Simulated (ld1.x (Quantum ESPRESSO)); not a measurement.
**krypton: excitation energies, all-electron against TM**

- Element: Kr (Z = 36)
- Generator: ld1.x (Quantum ESPRESSO) 7.5
- Type: norm-conserving Troullier–Martins (Kleinman–Bylander form)
- Functional: LDA (PZ)
- Relativity: scalar-relativistic
- Frozen core: [Ar] 3d10
- Valence charge: 8
- Reference configuration: 4s2 4p6
- Partial waves: 4s (bound): rc 1.05 bohr; 4p (bound): rc 1.50 bohr; 4d channel at -0.15 Ry: rc 1.50 bohr
- Local potential: the d channel
- Core correction: none

Energies are relative to the spin-unpolarised reference configuration 4s2 4p6; without spin polarisation the order of configurations can differ from experiment. Spin-polarised rows fill each open shell by Hund’s rule, majority spin first.

Question: Give the all-electron excitation energy and the error of the potential for: 4s2 4p5; 4s2 4p4; 4s2 4p3; 4s2 4p5.5; 4s2 4p2; 4s1 4p6; 4s2 4p5 (spin-polarised); 4s2 4p4 (spin-polarised).

Answer:

```csv
valence configuration,charge,ΔE all-electron (eV),error AE − PS (meV)
4s2 4p5,+1,14.436,-4.3
4s2 4p4,+2,39.774,-11
4s2 4p3,+3,77.047,-6.8
4s2 4p5.5,+0.5,5.929,-1.5
4s2 4p2,+4,127.121,+44
4s1 4p6,+1,28.973,-4.3
4s2 4p5 (spin-polarised),+1,14.259,+23
4s2 4p4 (spin-polarised),+2,38.960,+131
```

Levels in the configuration 4s2 4p4 (spin-polarised):

```tsv
level	all-electron (eV)	pseudo (eV)
4s up	-47.005	-47.165
4p up	-31.864	-31.970
4s down	-45.300	-45.062
4p down	-30.222	-30.040
```
